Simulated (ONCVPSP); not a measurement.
# Potentials for cerium compared

Generated with ld1.x 7.5 (TM, RRKJ, ultrasoft, PAW), atompaw 4.2 or ONCVPSP 4.0.1. The cutoff is in Ry: for ld1.x and atompaw files where the sum of valence levels is converged to 10 mRy in a Bessel basis, for ONCV files where the hardest occupied wave has 1 mHa per electron of residual kinetic energy. The error is the largest all-electron minus pseudo excitation energy over each file’s own four to seven test configurations (ionisations up to +4, promotions, holes and added fractions of an electron), all of which were solved. The labels leave out finer settings (local radius, basis sizes, second energies), which also bear on the numbers. Spin-polarised tests are not counted. The rows are a selection from randomly drawn settings: files with unsolved tests, undetermined cutoffs or missed reference levels are left out.

A true bound ghost makes a file unfit for plane-wave use even where its test errors are small: the radial tests pick states by their node count and pass the ghost by.

```tsv
potential	cutoff (Ry)	largest error (meV)	bound ghosts
ONCV, PBE, scalar-relativistic, rc 2.25/2.80/4.00 (spd), local smoothed, core correction no, reference 5s2 5p6 5d1 6s2, qcut 5.1/6.2/3.9, projectors 2/2/3	20	+39	none
ONCV, LDA (Perdew-Wang 92), scalar-relativistic, rc 2.75/2.60/3.70 (spd), local p, core correction yes, reference 5s2 5p6 5d1 6s2, qcut 3.9/5.9/5, projectors 2/0/1	15	-50	none
ONCV, PBE, scalar-relativistic, rc 2.80/3.00/3.20/1.20 (spdf), local smoothed, core correction no, reference 4f1 5s2 5p6 5d1 6s2, qcut 4.7/4.3/4.7/16, projectors 2/2/2/1	190	+214	s, p
ONCV, PBEsol, scalar-relativistic, rc 2.15/2.90/3.70/1.25 (spdf), local smoothed, core correction yes, reference 4f1 5s2 5p6 5d1 6s1 6p1, qcut 6/4.3/3.8/14.9, projectors 3/2/2/2	170	-3.9	none
```

Fill in the row for Ce: ONCV, PW91, scalar-relativistic, rc 2.50/2.90/1.20/1.20 (spdf), local f, core correction yes, reference 4d10 4f1 5s2 5p6 5d1 6s1.75, qcut 3.6/5.9/16/15.2, projectors 2/1/2/0.

cutoff 180 Ry, largest error -5.0 meV, bound ghosts: s, p.

Fill in the row for Ce: ONCV, revPBE, scalar-relativistic, rc 2.50/2.70/1.40/0.85 (spdf), local smoothed, core correction yes, reference 4d10 4f1 5s2 5p6 5d1.5 6s1.5, qcut 4.3/4.9/11.8/15.1, projectors 2/2/2/2.

cutoff 237 Ry, largest error -1.9 meV, bound ghosts: s, p.

Fill in the row for Ce: ONCV, LDA (Perdew-Wang 92), scalar-relativistic, rc 2.65/2.70/3.25 (spd), local smoothed, core correction no, reference 5s2 5p6 5d1.5 6s1.5, qcut 5.2/4.5/5.9, projectors 3/1/2.

cutoff 18 Ry, largest error +135 meV, bound ghosts: none.
